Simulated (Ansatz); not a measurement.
Calculated with Ansatz (gas phase, PBE0-D4/def2-TZVP geometries, no zero-point term in ΔE). CCSD(T)/CBS is the MP2 limit (def2-TZVPP, def2-QZVPP) plus CCSD(T) − MP2 in def2-TZVPP, frozen cores. This one scheme is used for every species. Functionals use def2-TZVPP. def2 core potentials past Kr. For Sn outer-core shells are correlated without core-valence functions, which leaves a few kJ/mol of doubt a bond. Each species was taken in one conformer, which may not be the lowest.

`[F][Sn]([Cl])([Cl])[Cl]` + NH₃ → `[NH2][Sn]([F])([Cl])[Cl]` + HCl  (ligand exchange at the Sn–Cl bond)

| level | ΔE (eV) |
| --- | --- |
| PBE-D4 | 0.74 |
| CCSD/def2-TZVPP | 0.68 |

What does CCSD(T)/CBS give? (An estimate is asked.)

Ansatz gave: +0.72 eV. The listed levels differ from it by 0.02, -0.04 eV.

Largest T1 diagnostic among the species: 0.012.

Leaving LDA and LC-ωPBE aside and taking each functional with its dispersion term where it has one, the values, not all of them listed here, spread over 0.09 eV, from CAM-B3LYP-D4 to B97M-V. LDA lies −0.06 eV from PBE without D4. From BLYP to BHLYP (50 % exact exchange), in def2-TZVPP and without D4, ΔE moves by +0.03 eV. In def2-TZVPP, CCSD(T) changes the Hartree–Fock value by −0.15 eV (the triples alone add −0.01 eV) and MP2 by −0.13 eV.
